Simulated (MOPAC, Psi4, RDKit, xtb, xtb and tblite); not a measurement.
Two geometries of SMILES C=CCCO[SiH3], singlet, relaxed at GFN2-xTB with one dihedral held; other torsions can differ between them too.

Structure A

```
16

C      1.7514    -1.1421     0.5915
C      1.2482     0.0773     0.6325
C      0.8806     0.8802    -0.5796
C     -0.0017     2.0838    -0.2530
O     -1.3234     1.7386     0.0261
Si    -1.9880     0.8520     1.2044
H      1.8979    -1.6642    -0.3402
H      2.0284    -1.6747     1.4847
H      1.1212     0.5792     1.5829
H      0.3666     0.2508    -1.3087
H      1.7966     1.2528    -1.0492
H     -0.0369     2.7594    -1.1160
H      0.4242     2.6334     0.5969
H     -1.5812     1.3330     2.5303
H     -1.6341    -0.5668     1.1102
H     -3.3887     1.1106     0.9117
```

Structure B

```
16

C     -1.9401    -1.0523     0.6139
C     -1.3726     0.1402     0.6308
C     -0.8129     0.8056    -0.5907
C     -1.9183     1.3547    -1.5042
O     -2.5119     2.5228    -1.0353
Si    -3.2736     2.8942     0.3413
H     -2.0044    -1.6372    -0.2900
H     -2.3543    -1.5002     1.5006
H     -1.3215     0.6994     1.5542
H     -0.1567     1.6307    -0.3124
H     -0.2387     0.0822    -1.1739
H     -1.4909     1.6000    -2.4838
H     -2.6871     0.5837    -1.6418
H     -4.2651     1.8811     0.7133
H     -2.3386     3.0520     1.4607
H     -3.8599     4.1639    -0.0588
```

### Question
Which is lower in energy at the level wB97X-D/def2-TZVP // GFN2-xTB in Psi4, and by how much?

### Answer
B is lower, by 0.30 kcal/mol (dihedral C1–C2–C3–C4: 165° in A, 75° in B).

E(B) − E(A) in kcal/mol at the other levels, on the same two geometries: GFN2-xTB (xtb and tblite) 0.09; MMFF94 // GFN2-xTB (RDKit) 0.29; PBE0/def2-TZVP // GFN2-xTB (Psi4) -0.08; PBE0-D3(BJ)/def2-TZVP // GFN2-xTB (Psi4) -0.24; PBE/def2-TZVP // GFN2-xTB (Psi4) -0.08; PBE-D3(BJ)/def2-TZVP // GFN2-xTB (Psi4) -0.25; UFF // GFN2-xTB (RDKit) 0.91; PM7, restricted, heats of formation // GFN2-xTB (MOPAC) 0.30; PM6, restricted, heats of formation // GFN2-xTB (MOPAC) 0.16; GFN1-xTB // GFN2-xTB (xtb) -0.54.
